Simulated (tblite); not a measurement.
Compound: C5H15NSSi.
SMILES with atom numbers: `[CH3:1][S:2][SiH2:3][C:4]([CH3:5])([CH3:6])[CH2:7][NH2:8]` (hydrogens: H9, H10, H11 on C1; H12, H13 on Si3; H14, H15, H16 on C5; H17, H18, H19 on C6; H20, H21 on C7; H22, H23 on N8)

Geometry (GFN2-xTB, Å), atoms numbered from 1 in this order:
```xyz
23
C5H15NSSi angstrom
C      3.500   -0.241   -1.207
S      1.745   -0.674   -1.368
Si     0.990    0.306    0.387
C     -0.853   -0.140    0.571
C     -1.481    0.821    1.577
C     -0.997   -1.576    1.079
C     -1.589   -0.015   -0.770
N     -1.371    1.297   -1.363
H      3.904   -0.691   -0.307
H      4.006   -0.636   -2.081
H      3.606    0.838   -1.170
H      1.243    1.739    0.233
H      1.763   -0.200    1.526
H     -1.483    1.828    1.172
H     -0.927    0.819    2.513
H     -2.510    0.533    1.788
H     -0.529   -2.281    0.394
H     -2.051   -1.841    1.169
H     -0.536   -1.685    2.058
H     -1.266   -0.837   -1.430
H     -2.664   -0.130   -0.593
H     -0.454    1.324   -1.798
H     -2.050    1.467   -2.096
```

Calculated harmonic vibrations of the isolated species, GFN2-xTB (tblite), most abundant isotopes, no scaling. This tight-binding method is rough: wavenumbers can miss measured ones by several per cent, in bad cases by 10 to 20. Modes of hydrogen on silicon can be 10 to 20 % off. One conformer, not necessarily the lowest.

Harmonic wavenumbers (cm⁻¹): 44.2, 51.6, 66.0, 88.5, 117.1, 178.1, 188.0, 222.1, 242.9, 249.5, 259.2, 303.4, 355.3, 384.5, 449.8, 520.0, 523.8, 574.2, 620.3, 719.5, 732.9, 793.1, 877.6, 908.4, 949.2, 957.7, 962.1, 970.5, 1000.0, 1037.1, 1097.9, 1120.2, 1186.7, 1219.4, 1247.7, 1298.7, 1322.9, 1364.1, 1406.9, 1422.8, 1455.4, 1458.9, 1482.9, 1496.7, 1505.9, 1507.7, 1514.3, 1566.8, 2228.2, 2265.8, 2835.7, 2940.4, 3000.5, 3006.7, 3019.0, 3024.1, 3027.7, 3036.4, 3040.2, 3054.6, 3062.9, 3378.8, 3412.7.

A = 2162, B = 866.2, C = 785.3 MHz; mass 149.069 u (most abundant isotopes); point group C1, symmetry number 1.

**Question.** What is the zero-point energy?

**Answer.** ½Σν̃ = 42178 cm⁻¹ = 504.56 kJ/mol.

**Question.** Entropy at 298.15 K, 1 bar (ideal gas, RRHO, classical rotation)?

**Answer.** Translation 171.27, rotation 124.56, vibration 172.53: S = 468.4 J/(mol K).

**Question.** And Cp and H(298.15 K) − H(0)?

**Answer.** Cp = 197.33 J/(mol K), of which vibrations give 164.08 (their classical limit is 63 R = 523.8); H(298.15 K) − H(0) = 36.22 kJ/mol without the zero-point energy, 26.30 from vibrations.

**Question.** Which modes carry the vibrational entropy at 298.15 K?

**Answer.** 44.2 cm⁻¹: 21.18; 51.6 cm⁻¹: 19.90; 66.0 cm⁻¹: 17.86; 88.5 cm⁻¹: 15.45; 117.1 cm⁻¹: 13.17; 178.1 cm⁻¹: 9.83 J/(mol K); the other 57 give 75.15 together.

**Question.** How do the functions run with temperature in this model?

**Answer.** 
| T (K) | S (J/(mol K)) | Cp (J/(mol K)) | H − H(0) (kJ/mol) | G − H(0) (kJ/mol) | ln q(vib) |
| --- | --- | --- | --- | --- | --- |
| 50 | 257.8 | 66.3 | 2.36 | -10.52 | 0.88 |
| 100 | 314.1 | 99.3 | 6.52 | -24.89 | 2.72 |
| 373.15 | 516.4 | 231.9 | 52.33 | -140.37 | 12.77 |
| 500 | 591.7 | 283.7 | 85.14 | -210.73 | 17.04 |
| 750 | 722.1 | 359.3 | 166.15 | -375.42 | 24.93 |
| 1000 | 832.9 | 410.7 | 262.79 | -570.15 | 32.15 |

q(vib) and H(0) count from the zero-point level.

**Question.** What must be added to the electronic energy to get the Gibbs energy at 298.15 K and 1 bar?

**Answer.** ZPE + [H(298.15 K) − H(0)] − T·S = 504.56 + 36.22 − 139.64 = 401.14 kJ/mol.

**Question.** Blend soft modes into free rotors: weight 1/[1 + (100 cm⁻¹/ν̃)⁴] for the oscillator and the rest for a rotor with moment μB/(μ + B), μ = h/(8π²ν), B = 10⁻⁴⁴ kg m². What vibrational entropy results?

**Answer.** 156.13 J/(mol K) in place of 172.53, which changes −T·S at 298.15 K by +4.89 kJ/mol.

Hindered rotation and anharmonicity are outside this model. Other conformers, if any are populated, would add a mixing term that is left out. The structure is chiral; the term R ln 2 for an equal mix with its mirror image is left out.

Hardware: an Intel Xeon at 2.50 GHz with one thread, no GPU, shared host with 64 logical CPUs at a one-minute load of 59. Cost: 3.6 s of wall time. The figure is for the frequency step alone.
